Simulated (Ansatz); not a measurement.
Reactions of C2H5FGeO, SMILES `OC(F)=[CH][GeH3]`.

Isolated molecules relaxed with PBE0-D4/def2-TZVP in Ansatz; ΔE leaves out vibrations. CCSD(T)/CBS adds triple-zeta CCSD(T) − MP2 to the extrapolated MP2 energy (def2 sets, frozen cores). This one scheme is used for every species. Double bonds are as drawn, so ΔE can hold a change between cis and trans. DFT in def2-TZVPP. For Ge, Se outer-core shells are correlated without core-valence functions, which leaves a few kJ/mol of doubt a bond. Scalar relativity is left out up to krypton. One conformer a species, not always the lowest.

```json
{"reaction": "`O/C(F)=[CH]\\[GeH3]` + H₂O → `O/C=C(\\O)F` + GeH₄", "PBE0-D4 (kJ/mol)": "77"}
{"reaction": "`O/C(F)=[CH]\\[GeH3]` + `N[SiH2][SiH3]` → `[SiH3][SiH2][NH][GeH3]` + `C=C(O)F`", "PBE0-D4 (kJ/mol)": "-11"}
{"reaction": "`O/C(F)=[CH]\\[GeH3]` + H₂S → `O/C(S)=[CH]\\[GeH3]` + H–F", "PBE0-D4 (kJ/mol)": "-14"}
{"reaction": "`O/C(F)=[CH]\\[GeH3]` + H₂Se → `[GeH3][SeH]` + `C=C(O)F`", "PBE0-D4 (kJ/mol)": "-64"}
{"reaction": "`O/C(F)=[CH]\\[GeH3]` + H₂ → `F/C=[CH]/[GeH3]` + H₂O", "PBE0-D4 (kJ/mol)": "-50"}
```

Q: Give the CCSD(T)/CBS values in the same order. (Best estimate.)

A: Ansatz gave: 90, -14, -22, -59, -65 kJ/mol.

Largest T1 diagnostic: 0.013, for `O/C(S)=[CH]\[GeH3]`.
